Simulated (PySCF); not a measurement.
Pb(Br)(SH) (BrHPbS), SMILES [SH][Pb][Br] (connectivity only; charge and spin as stated), neutral, multiplicity 1.

Geometry optimised at PBE0-D3(BJ)/def2-SVP. The def2 effective core potentials stand for the cores of Pb; spin–orbit coupling is left out. One conformer was computed; it need not be the lowest.

The numbers are results of CAM-B3LYP/def2-TZVPD (PySCF), not measurements.

The molecule is in vacuum.

Computed frontier levels, gap, dipole moment and polarisability:
```
Item                                                                                                            Result
---------------------------------------------------------------------------------------------  -----------------------
highest occupied level                                                                                        -8.62 eV
lowest empty level                                                                                            -2.12 eV
orbital gap                                                                                                    6.50 eV
dipole moment                                                                                                   4.73 D
quadrupole, principal values (traceless, Buckingham form, about the centre of nuclear charge)    -6.30, 2.36, 3.94 D·Å
mean static polarisability                                                                       93.5 bohr³ (13.85 Å³)
polarisability, principal values                                                               65.1, 94.4, 120.8 bohr³
```
